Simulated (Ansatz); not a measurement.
Program: Ansatz 0.2.0.

A structure relaxed at PBE0-D4/def2-TZVP, charge 0, multiplicity 1:

```tsv
atom	x (Å)	y (Å)	z (Å)
C1	-0.986	1.406	0.723
Te2	-0.222	1.148	-1.274
Si3	0.495	-1.184	-0.869
O4	1.529	-1.300	0.393
F5	-0.728	-2.108	-0.439
H6	-0.222	1.133	1.446
H7	-1.875	0.793	0.849
H8	-1.237	2.460	0.825
H9	1.054	-1.735	-2.124
H10	2.192	-0.612	0.469
```

Question: Give its formula and SMILES.

Answer: CH5FOSiTe, `C[Te][SiH](O)F`.

Question: Summarise the bond lengths by kind.

Answer: 1 × C–Te 2.154 Å; 3 × C–H 1.086 to 1.088 Å; 1 × Si–Te 2.473 Å; 1 × O–Si 1.636 Å; 1 × F–Si 1.592 Å; 1 × H–Si 1.480 Å; 1 × H–O 0.959 Å.
